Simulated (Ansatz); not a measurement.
**Worked example: SiH2(CH3)Cl + SnH3Cl → SiH2Cl2 + SnH3(CH3)**

Species: SiH2(CH3)Cl ((chlorosilyl)methane), singlet; SnH3Cl `[Cl][SnH3]`, singlet; SiH2Cl2 (dichlorosilane (DCS)) `Cl[SiH2]Cl`, singlet; SnH3(CH3), singlet. The partners trade CH3 for Cl: Si–CH3 and Sn–Cl bonds give way to Si–Cl and Sn–CH3.

Shapes, held fixed at every level: PBE0-D4/def2-TZVP. Programs: Ansatz 0.2.0. The zero-point and thermal change to 298 K, harmonic and unscaled (PBE0-D4/def2-TZVP), is -0.3 kJ/mol.

At CCSD(T)/def2-TZVPP; 1 Eh = 2625.50 kJ/mol:

```
    species   energy (Eh)
SiH2(CH3)Cl   -789.878086
     SnH3Cl   -675.203811
    SiH2Cl2  -1209.805938
  SnH3(CH3)   -255.270769
```

Question: Work out ΔH(298 K) of the reaction at this level.

Answer: 
1. Products less reactants: (-1209.805938) + (-255.270769) − [(-789.878086) + (-675.203811)] = 0.005190 Eh = +13.6 kJ/mol.
2. With the thermal change: +13.6 + (-0.3) = +13.3 kJ/mol.

Other levels give +15.2 (SPW92/def2-TZVPP) to +37.1 kJ/mol (HF/def2-SVP). No measured value is set beside it here. For atoms past krypton def2 sets carry core potentials with scalar relativity. Correlated rows may include outer-core shells of Sn, which these sets cover unevenly.
